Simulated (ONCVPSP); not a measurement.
# palladium (Pd), ONCV: configuration errors across variants

Pd, optimised norm-conserving Vanderbilt (ONCV), made with ONCVPSP 4.0.1 (PBE, scalar-relativistic). Core [Ar] 3d10, reference 4s2 4p6 4d10. Waves: 4s: rc 1.10 bohr, ncon 3, nbas 7, qcut 7.1 1/bohr, 2 projectors, debl 1.3 Ha; 4p: rc 1.10 bohr, ncon 3, nbas 7, qcut 5.9 1/bohr, 2 projectors, debl 2.8 Ha; 4d: rc 1.35 bohr, ncon 4, nbas 7, qcut 7.7 1/bohr, 2 projectors, debl 3.4 Ha. Local part: polynomial inside 0.75 bohr (lpopt 5, dvloc0 2 Ha). Core correction: Teter function, fcfact 4, rcfact 1.25.

In the s channel the program set the typed energies aside and used -3.136, 0.250 Ha.

All-electron excitation energies from the reference (eV): (1) 4s2 4p6 4d9 9.115; (2) 4s2 4p6 4d8 29.934; (3) 4s1 4p6 4d10 91.568.

A true bound ghost makes a file unfit for plane-wave use even where its test errors are small: the radial tests pick states by their node count and pass the ghost by.

Errors AE − PS in meV (a dash: test not solved or not reliable):

```tsv
change	(1)	(2)	(3)	bound ghosts	GHOST(+) flags above zero
base	0.0	-1.9	-96	none	s
d: rc 0.94	+3.1	+5.9	-78	none	s, d
d: rc 1.08	+1.1	+0.8	-85	none	s
d: rc 1.16	+0.5	-0.7	-88	none	s
d: rc 1.26	+0.1	-1.7	-91	none	s
d: rc 1.54	+0.1	-1.2	-108	none	s, d
d: rc 1.6	+0.9	+1.3	-114	d	s
d: rc 1.72	-0.4	-0.6	-128	none	s
d: rc 1.82	-0.1	+1.5	-143	none	s
d: rc 2	+0.3	+7.6	-176	none	s
```

(1) Give the same row for: d: rc 1.42.

Answers

(1) -0.1, -1.9, -100; bound ghosts: none; GHOST(+) flags above zero: s.
